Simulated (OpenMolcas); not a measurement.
A calculation on O.

| Item | Value |
| --- | --- |
| Program | OpenMolcas |
| Method | SS-CASPT2, IPEA 0.25 Eh, imaginary shift 0.1 Eh (closed shells correlated: 1s) |
| Basis | ANO-RCC-VTZP [4s3p2d1f] |
| Scalar Hamiltonian | DKH2, point nucleus |
| Active space | 6 electrons in 4 orbitals (2s 2p) |
| State averaging | 2S+1 = 3 even, 3 roots; 2S+1 = 1 even, 6 roots kept (CI in the orbitals of an earlier block); 2S+1 = 3 odd, 3 roots (0 in the spin-orbit step) |
| Spin-orbit coupling | RASSI with atomic mean-field integrals over the reference wave functions, term energies averaged over their components |

Question: Which level of the active space comes out lowest?

Answer: 2s2 2p4 3P2, with 100 % of that term; it is also the measured ground level.

Question: How high does 2s2 2p4 3P0 lie?

Answer: 0.0276 eV above the lowest level; measured 0.0281 eV above the ground level, so the calculation is off by -2 %.

Question: How high does 2s2 2p4 3P1 lie?

Answer: 0.0185 eV above the lowest level; measured 0.0196 eV above the ground level, so the calculation is off by -6 %.

Question: How high does 2s2 2p4 1D2 lie?

Answer: 1.999 eV above the lowest level; measured 1.9674 eV above the ground level, so the calculation is off by +2 %.

Measured values: NIST Handbook of Basic Atomic Spectroscopic Data.

Term energies are means over components that CASPT2 splits; among the terms shown or strongly mixed into the levels shown the widest spread is 94 cm-1 (2s2 2p4 1D). Terms from blocks run as CI alone lack orbitals of their own. Computed and measured levels are paired by configuration, term and J; levels that our copy of the source lacks, or whose pairing is in doubt (as where it misses far off the trend of its configuration), stay unpaired and out of the deviations. Only configurations of the active space appear.
